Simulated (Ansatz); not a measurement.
Total energies of H12MgN2Si4, SMILES `[SiH3][N]([SiH3])[Mg][N]([SiH3])[SiH3]`.

Cartesian coordinates in Å:
```
Si -0.4745 -1.2955 2.9959
N 0.3220 -0.2774 1.8766
Si 1.6338 0.7729 2.1362
Mg 0.0001 0.0011 0.0002
N -0.3245 0.2810 -1.8755
Si 0.4578 1.3139 -2.9912
Si -1.6178 -0.7907 -2.1406
H 0.4423 -2.3051 3.6016
H -1.0904 -0.5342 4.1219
H -1.5646 -2.0321 2.2930
H 1.8483 1.3681 0.7509
H 2.9206 0.1337 2.5281
H 1.3881 1.9175 3.0569
H 1.5421 2.0580 -2.2874
H 1.0779 0.5656 -4.1236
H -0.4712 2.3175 -3.5881
H -1.8247 -1.3936 -0.7575
H -1.3507 -1.9281 -3.0643
H -2.9147 -0.1726 -2.5331
```

Total charge 0; spin multiplicity 1. Correlated methods include outer-core shells of Mg, which these sets cover unevenly. The structure was optimised at the PBE0-D4/def2-TZVP level. It is one conformer, not always the lowest. Basis def2-TZVPP, Ansatz 0.2.0.

RPA on PBE orbitals: Hartree–Fock energy of these orbitals -1471.36429 Eh, correlation -1.99114 Eh (frozen core).

| functional | kind | energy without D4 (Eh) | D4 term (kJ/mol) |
| --- | --- | --- | --- |
| BLYP | GGA | -1474.91363 | -113.5 |
| r2SCANh | meta-GGA hybrid, 10 % | -1474.77703 | -15.8 |

(1) Give the same for LDA (SPW92), PBE, revPBE, r2SCAN, B97M-V, PBE0, B3LYP, r2SCAN0, HSE06 (plane-wave form), BHLYP, CAM-B3LYP, LC-ωPBE, ωB97X-V, ωB97M-V, B2PLYP, PBE-QIDH. (Best estimate.)

B3LYP takes the VWN-RPA correlation (the form of Gaussian; ORCA's B3LYP/G). HSE06 is the plane-wave form, built on full-range PBE exchange. The double hybrids freeze the cores in their second-order part.

Answers

(1) Computed: 
```tsv
functional	kind	energy without D4 (Eh)	D4 term (kJ/mol)
LDA (SPW92)	LDA	-1468.40025	–
PBE	GGA	-1474.09039	-54.0
revPBE	GGA	-1474.63964	-142.6
r2SCAN	meta-GGA	-1474.79034	-14.6
B97M-V	meta-GGA with VV10	-1474.63167	–
PBE0	global hybrid, 25 % exact exchange	-1474.24698	-46.8
B3LYP	global hybrid, 20 %	-1475.10236	-86.5
r2SCAN0	meta-GGA hybrid, 25 %	-1474.75877	-17.4
HSE06 (plane-wave form)	screened hybrid	-1474.20829	-44.3
BHLYP	global hybrid, 50 %	-1474.92892	-72.5
CAM-B3LYP	range-separated hybrid	-1474.96172	-48.6
LC-ωPBE	long-range corrected hybrid	-1474.48104	–
ωB97X-V	range-separated hybrid GGA with VV10	-1474.73951	–
ωB97M-V	range-separated hybrid meta-GGA with VV10	-1474.82667	–
B2PLYP	double hybrid	-1474.34731	–
PBE-QIDH	double hybrid	-1473.87230	–
```

LC-ωPBE has ω = 0.4 bohr⁻¹.
